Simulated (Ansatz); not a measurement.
Calculated with Ansatz (gas phase, PBE0-D4/def2-TZVP geometries, no zero-point term in ΔE). CCSD(T)/CBS adds triple-zeta CCSD(T) − MP2 to the extrapolated MP2 energy (def2 sets, frozen cores). This one scheme is used for every species. Functionals use def2-TZVPP. For Ge outer-core shells are correlated without core-valence functions, which leaves a few kJ/mol of doubt a bond. Scalar relativity is left out up to krypton. One conformer a species, not always the lowest.

Reaction (cleavage of the B–Si bond): `ClB(Cl)[SiH2][GeH3]` + NH₃ → `NB(Cl)Cl` + `[SiH3][GeH3]`

```json
{"level": "r2SCAN", "ΔE (kJ/mol)": "-133.4"}
{"level": "MP2/def2-QZVPP", "ΔE (kJ/mol)": "-132.6"}
```

Task: What does CCSD(T)/CBS give? (Best estimate.)

Result: Ansatz gave: -128.7 kJ/mol. The listed levels differ from it by -4.7, -3.9 kJ/mol.

Largest T1 diagnostic among the species: 0.013.

The D4 term adds +7.5 kJ/mol with B3LYP and +4.6 kJ/mol with PBE0; it sums over pairs of atoms, weighted by their polarisabilities, and B3LYP, whose exchange is more repulsive, gets the larger term. In def2-TZVPP, CCSD(T) changes the Hartree–Fock value by +24.7 kJ/mol (the triples alone add +4.4 kJ/mol) and MP2 by +21.9 kJ/mol. From PBE to PBE0 (25 % exact exchange), in def2-TZVPP and without D4, ΔE moves by −6.9 kJ/mol.

B3LYP here is the variant with VWN-RPA as its local correlation; programs differ in this.
